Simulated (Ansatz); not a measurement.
Total energies of GeHMe2(SiH3) (C2H10GeSi) from Ansatz at HSE06-D4/def2-TZVP, gas phase (1 Eh = 27.2114 eV = 2625.5 kJ/mol). The reference geometry is relaxed at r2SCAN-D4/def2-SVP.

Cartesian coordinates in Å:
```
Ge 0.149 0.446 -0.350
H 0.646 1.771 -0.971
C 1.151 -1.042 -1.143
H 0.990 -1.071 -2.232
H 0.816 -2.000 -0.717
H 2.230 -0.937 -0.955
C -1.759 0.234 -0.752
H -2.346 1.069 -0.342
H -2.141 -0.703 -0.319
H -1.917 0.202 -1.842
Si 0.491 0.506 2.009
H 1.938 0.691 2.346
H 0.036 -0.783 2.623
H -0.284 1.617 2.645
```

```csv
state,geometry,energy (Eh)
charge 0 singlet,reference,-2448.27792
charge 1 doublet,reference,-2447.92516
free Ge atom (triplet),–,-2076.65605
free H atom (doublet),–,-0.50075
free C atom (triplet),–,-37.80300
free Si atom (triplet),–,-289.24294
```

HSE06 is defined as in plane-wave codes, on full-range PBE exchange.

Q: Work out the vertical ionisation energy to the doublet.

A: E(charge 1 doublet) − E(charge 0 singlet) = -2447.92516 − (-2448.27792) = 0.35276 Eh = 9.60 eV. For comparison, −ε of the highest occupied level is 7.32 eV at this level, 2.28 eV less.

Q: What is the binding energy per atom against free atoms?

A: Atoms: 1 × (-2076.65605) + 10 × (-0.50075) + 2 × (-37.80300) + 1 × (-289.24294) = -2446.51249 Eh. Binding: -2446.51249 − (-2448.27792) = 1.76543 Eh = 48.04 eV, or 3.43 eV for each of 14 atoms (no zero-point energy, no counterpoise term).
